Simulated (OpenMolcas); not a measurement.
# Mn4+ in a point-charge field

Mn4+ among 5 point charges of -2 e arranged as a square pyramid (C4v), 1.85 Å from the ion, with the axial distance 1.832 Å.

```yaml
Program: OpenMolcas 26.06
Method: "SS-CASPT2, IPEA 0.25 Eh, imaginary shift 0.1 Eh (closed shells correlated: 3s 3p)"
Basis: ANO-RCC-VDZP [5s4p2d1f]
Scalar_Hamiltonian: DKH2, point nucleus
Active_space: 3 electrons in 5 orbitals (3d)
State_averaging: 2S+1 = 4 even, 10 roots; 2S+1 = 2 even, 40 roots
Spin-orbit_coupling: state interaction with AMFI integrals over the reference wave functions
```

The lowest spin-free states, above the lowest:

| State | Degeneracy | E (cm-1) | Free-ion L (%) |
| --- | --- | --- | --- |
| 2S+1 = 4 | 1 | 0 | F (100) |
| 2S+1 = 4 | 2 | 970 | F (99) |
| 2S+1 = 4 | 1 | 3190 | F (90) |
| 2S+1 = 4 | 1 | 3750 | F (100) |
| 2S+1 = 4 | 2 | 4700 | F (99) |
| 2S+1 = 4 | 1 | 16940 | P (90) |
| 2S+1 = 2 | 1 | 18500 | G (91) |
| 2S+1 = 2 | 2 | 18990 | G (89) |
| 2S+1 = 2 | 1 | 19820 | G (93) |
| 2S+1 = 2 | 1 | 20680 | G (91) |
| 2S+1 = 2 | 1 | 21060 | G (76) |
| 2S+1 = 2 | 1 | 21140 | G (93) |
| 2S+1 = 2 | 2 | 21150 | G (85) |
| 2S+1 = 4 | 2 | 22680 | P (98) |
| 2S+1 = 2 | 2 | 23870 | H (68) |
| 2S+1 = 2 | 1 | 24200 | H (67) |
| 2S+1 = 2 | 1 | 24210 | H (88) |
| 2S+1 = 2 | 2 | 25070 | P (66) |
| 2S+1 = 2 | 1 | 25360 | H (69) |
| 2S+1 = 2 | 1 | 26410 | D (74) |

The lowest levels with spin-orbit coupling:

```tsv
E (cm-1)	Degeneracy	2S+1	g
0	2	4	1.67 2.42 2.42
130	2	4	0.04 0.04 5.09
840	2	4	1.45 2.46 2.46
1240	2	4	2.13 3.96 3.96
1430	2	4	0.90 0.90 5.29
1620	2	4	1.23 1.23 8.72
3340	2	4	1.74 2.66 2.66
3370	2	4	0.33 0.33 5.25
3830	2	4	1.81 2.99 2.99
3990	2	4	0.65 0.65 6.29
5020	2	4	3.56 3.56 4.62
5050	2	4	3.32 4.10 4.10
5200	2	4	0.41 4.61 4.61
5250	2	4	0.87 5.37 5.37
17160	2	4	0.00 0.00 5.99
17180	2	4	2.00 3.89 3.89
18620	2	2	1.39 1.39 1.47
19150	2	2	1.23 1.23 3.54
19400	2	2	0.27 3.27 3.27
20100	2	2	0.56 2.99 2.99
```

Powder χT (cm3 K/mol): 0.459 at 2 K, 0.479 at 10 K, 0.583 at 50 K, 0.714 at 100 K, 0.904 at 200 K, 1.05 at 300 K. The effective moment at 300 K is 2.828 √(χT) = 2.90 μB.

The lowest level has 2S+1 = 4, for which the spin-only value is χT = S(S+1) / 2 = 1.875 cm3 K/mol (g = 2). The computed 1.049 at 300 K differs by -0.826, through orbital momentum, spin-orbit coupling and any other state in reach.

The ground term spreads over less than 5000 cm-1, several times less than with real ligands, so orbital moments are less quenched and χT lies further from the spin-only value than at real sites. Free-ion shares, where given, are those of the reference states; single-state CASPT2 does not remix them. This is an electrostatic model: the charges have no orbitals. An unlabelled pair can be two single states that coincide in this model. No measured value stands beside these numbers.

A state without a sure symmetry label is named by its multiplicity alone.
